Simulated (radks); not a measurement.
Results of a calculation; reference values are marked as such.
The zinc ion Zn17+, configuration [Ne] 3s2 3p1. Level of theory: scalar-relativistic Kohn-Sham, r2SCAN, spin-polarised, spherical densities, finite nucleus; open shells are filled with parallel spins first; meta-GGA in the generalised Kohn-Sham scheme; Fermi nuclear charge, rms radius 3.9283 fm (a radial shooting solver on a logarithmic mesh with Libxc functionals).

Normalised radial functions P(r) = r R(r), r in bohr:

| r | 2p up | 3s up |
|---|---|---|
| 0.002346 | 0.0051 | 0.1118 |
| 0.002624 | 0.0063 | 0.1236 |
| 0.002911 | 0.0076 | 0.1356 |
| 0.003256 | 0.0093 | 0.1496 |
| 0.003642 | 0.0115 | 0.1649 |
| 0.004074 | 0.0142 | 0.1814 |
| 0.004557 | 0.0174 | 0.1993 |
| 0.005097 | 0.0214 | 0.2186 |
| 0.005701 | 0.0264 | 0.2392 |
| 0.006377 | 0.0324 | 0.2611 |
| 0.007132 | 0.0398 | 0.2842 |
| 0.007914 | 0.0482 | 0.3067 |
| 0.008852 | 0.0591 | 0.3318 |
| 0.009901 | 0.0723 | 0.3575 |
| 0.01107 | 0.0884 | 0.3834 |
| 0.01239 | 0.1080 | 0.4091 |
| 0.01385 | 0.1315 | 0.4339 |
| 0.0155 | 0.1599 | 0.4571 |
| 0.01733 | 0.1939 | 0.4775 |
| 0.01939 | 0.2344 | 0.4942 |
| 0.02151 | 0.2788 | 0.5051 |
| 0.02406 | 0.3348 | 0.5105 |
| 0.02691 | 0.4005 | 0.5075 |
| 0.0301 | 0.4768 | 0.4944 |
| 0.03367 | 0.5647 | 0.4692 |
| 0.03766 | 0.6650 | 0.4300 |
| 0.04212 | 0.7781 | 0.3752 |
| 0.04712 | 0.9040 | 0.3033 |
| 0.0527 | 1.0419 | 0.2136 |
| 0.05848 | 1.1795 | 0.1144 |
| 0.06541 | 1.3357 | -0.0085 |
| 0.07316 | 1.4968 | -0.1455 |
| 0.08183 | 1.6576 | -0.2920 |
| 0.09153 | 1.8117 | -0.4414 |
| 0.1024 | 1.9518 | -0.5851 |
| 0.1145 | 2.0695 | -0.7123 |
| 0.1281 | 2.1557 | -0.8109 |
| 0.1433 | 2.2018 | -0.8678 |
| 0.159 | 2.2023 | -0.8725 |
| 0.1778 | 2.1527 | -0.8154 |
| 0.1989 | 2.0495 | -0.6875 |
| 0.2224 | 1.8952 | -0.4873 |
| 0.2488 | 1.6967 | -0.2214 |
| 0.2783 | 1.4656 | 0.0958 |
| 0.3113 | 1.2167 | 0.4427 |
| 0.3482 | 0.9665 | 0.7895 |
| 0.3894 | 0.7311 | 1.1015 |
| 0.4321 | 0.5379 | 1.3299 |
| 0.4833 | 0.3659 | 1.4834 |
| 0.5406 | 0.2337 | 1.5263 |
| 0.6046 | 0.1387 | 1.4579 |
| 0.6763 | 0.0757 | 1.2943 |
| 0.7564 | 0.0377 | 1.0663 |
| 0.8461 | 0.0170 | 0.8120 |
| 0.9464 | 0.0068 | 0.5684 |
| 1.059 | 0.0024 | 0.3632 |
| 1.175 | 0.0008 | 0.2192 |
| 1.314 | 0.0002 | 0.1146 |
| 1.469 | 0.0000 | 0.0532 |
| 1.644 | 0.0000 | 0.0217 |
| 1.838 | 0.0000 | 0.0076 |

2p up: eigenvalue -1641.3 eV, 0 radial nodes, <r> = 0.195 bohr, 90 % of the charge inside 0.318 bohr. 3s up: eigenvalue -644.37 eV, 2 radial nodes at r = 0.0649, 0.269 bohr, <r> = 0.570 bohr, 90 % of the charge inside 0.827 bohr.
